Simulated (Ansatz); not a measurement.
Ansatz (a quantum-chemistry and plane-wave program) input:

Ansatz 0.2 input:
```yaml
crystal:
  periodic: [false, false, false]
  atoms:
    - {symbol: B, position_ang: [0.06282170, -0.01131357, 0.00336191]}
    - {symbol: C, position_ang: [1.57518112, -0.28367465, 0.08429595]}
    - {symbol: C, position_ang: [-0.46616844, 1.46490148, -0.12543630]}
    - {symbol: C, position_ang: [-0.95699035, -1.20860456, 0.04927583]}
    - {symbol: H, position_ang: [1.99279569, -1.27959075, 0.20472041]}
    - {symbol: H, position_ang: [2.32324980, 0.50231335, 0.02625314]}
    - {symbol: H, position_ang: [0.26610796, 2.17712213, -0.51143862]}
    - {symbol: H, position_ang: [-0.73908119, 1.81083433, 0.88191038]}
    - {symbol: H, position_ang: [-1.38176005, 1.54044172, -0.71825706]}
    - {symbol: H, position_ang: [-1.89771850, -0.94983985, 0.54275548]}
    - {symbol: H, position_ang: [-1.22750386, -1.45667168, -0.98715235]}
    - {symbol: H, position_ang: [-0.56233238, -2.12377503, 0.49558614]}
basis:
  gaussian:
    orbitals: STO-3G
magnetization: {spin_polarized: true, initial_magnetization: 1}
correlation: {method: ccsd_t, electrons: outside_noble_gas}
```

Question: Predict the final energy.

Answer: -141.46063 Eh (CCSD(T)/STO-3G). The basis has 28 functions.

It need not be the lowest isomer of its formula.
